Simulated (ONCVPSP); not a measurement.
oxygen (O): variants of one ONCV potential

Base potential:

* Element: O (Z = 8)
* Generator: ONCVPSP 4.0.1
* Type: optimised norm-conserving Vanderbilt (ONCV)
* Functional: LDA (Perdew-Wang 92)
* Relativity: scalar-relativistic
* Frozen core: [He]
* Valence charge: 6
* Reference configuration: 2s2 2p3 (charge +1)
* Partial waves: 2s: rc 0.95 bohr, ncon 4, nbas 8, qcut 5.4 1/bohr, local; 2p: rc 1.85 bohr, ncon 3, nbas 7, qcut 6.6 1/bohr, 2 projectors, debl 1.5 Ha; d scattering state at 0.22 Ha: rc 1.60 bohr, ncon 4, nbas 8, qcut 5.8 1/bohr, 2 projectors, debl 1.3 Ha
* Local potential: the s channel
* Core correction: none

All-electron outer shells of the reference configuration (LDA (PZ), scalar-relativistic, ld1.x):

```csv
shell,level (eV),outermost node (bohr),outermost maximum (bohr)
1s,-529.73,–,0.13
2s,-39.40,0.28,0.86
2p,-24.59,–,0.78
```

Cutoffs, loose and tight: the cutoffs (Ha) at which the residual kinetic energy of the hardest occupied pseudo-wave falls to 1 and 0.1 mHa per electron. They do not see the model core or the augmentation charge, which bear on the density cutoff. Test errors are all-electron minus pseudo excitation energies from the reference, over the configurations 2s2 2p4; 2s2 2p2; 2s2 2p1; 2s2 2p3.5. A dash means not determined; rows that change the core or the reference have their own tests.

| change | outcome | cutoff, loose | cutoff, tight | bound ghosts | GHOST(+) flags above zero | largest test error (meV) |
| --- | --- | --- | --- | --- | --- | --- |
| base | generated | 164 Ha | 199 Ha | none | none | +1946 |
| p: rc 1.34 | generated | 164 Ha | 199 Ha | none | none | +974 |
| p: rc 1.56 | generated | 164 Ha | 199 Ha | none | none | +1358 |
| p: rc 1.9 | generated | 164 Ha | 199 Ha | none | none | +2041 |
| p: rc 2.06 | generated | 164 Ha | 199 Ha | none | none | +2395 |
| p: rc 2.42 | generated | 164 Ha | 199 Ha | none | none | +3129 |
| p: rc 2.7 | generated | 164 Ha | 199 Ha | none | none | +3837 |

Reading the sweep of the p radius (base included, trends over the rows without a ghost): The loose cutoff stays near 164 Ha. The median size of the test errors (rows with all tests solved) rises from 106.8 meV at 1.34 to 533.3 meV at 2.7 bohr. More of the atom is replaced by a form fitted at one configuration, so other configurations suffer as the radius grows.
